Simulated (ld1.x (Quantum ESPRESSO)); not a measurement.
# Which change was made? (Rb, TM)

- Element: Rb
- Generator: ld1.x (Quantum ESPRESSO) 7.5
- Type: norm-conserving Troullier–Martins (Kleinman–Bylander form)
- Functional: LDA (PZ)
- Relativity: scalar-relativistic
- Frozen core: [Ar] 3d10
- Valence charge: 9
- Reference configuration: 4s2 4p6 5s1 5p0
- Partial waves: 4s (bound): rc 2.10 bohr; 4p (bound): rc 1.65 bohr; 4f channel at -0.2 Ry: rc 1.90 bohr; 4d channel at 0.05 Ry: rc 2.30 bohr
- Local potential: the d channel
- Core correction: none

Occupied shells without a wave of their own: 5s. They enter only through the test configuration that unscreens the potential.

Cutoffs, loose and tight: the cutoffs (Ry, on a coarse ladder) from which the occupation-weighted sum of valence levels, in a spherical-Bessel basis at the reference potential, stays within 10 and 1 mRy of its value at 400 Ry. They do not see the model core or the augmentation charge, which bear on the density cutoff. Test errors are all-electron minus pseudo excitation energies from the reference, over the configurations 4s2 4p6 5s0 5p0; 4s2 4p6 5s0.5 5p0; 4s2 4p6 5s0 5p1; 4s2 4p5 5s1 5p0; 4s1 4p6 5s1 5p0 (two spin-polarised tests are not counted in the largest error); variants that change the core or the reference have their own tests. The largest error is taken over the tests solved by every variant that gives reliable tests at all, those not shown here included: 4s1 4p6 5s1 5p0; 4s2 4p5 5s1 5p0; 4s2 4p6 5s0 5p0; 4s2 4p6 5s0.5 5p0.

The base gives: outcome: generated; cutoff, loose: 35 Ry; cutoff, tight: 70 Ry; bound ghosts: none; largest test error (meV): -46.

After one change the result is: outcome: generated, misses its reference levels by 0.18 eV; cutoff, loose: 35 Ry; cutoff, tight: 70 Ry; bound ghosts: none; largest test error (meV): -304. Which change was it?
A. wave 4p (bound): rc 1.65 bohr becomes 4p (bound): rc 2.04 bohr
B. all radii scaled by about 1.39 (s 2.92, p 2.28, d 3.20, f 2.64 bohr)
C. local potential the s channel

C. The others give: all radii scaled by about 1.39 (s 2.92, p 2.28, d 3.20, f 2.64 bohr) → outcome: generated, misses its reference levels by 0.23 eV; cutoff, loose: 15 Ry; cutoff, tight: 25 Ry; bound ghosts: none; largest test error (meV): -396 | wave 4p (bound): rc 1.65 bohr becomes 4p (bound): rc 2.04 bohr → outcome: generated; cutoff, loose: 25 Ry; cutoff, tight: 40 Ry; bound ghosts: none; largest test error (meV): -30.
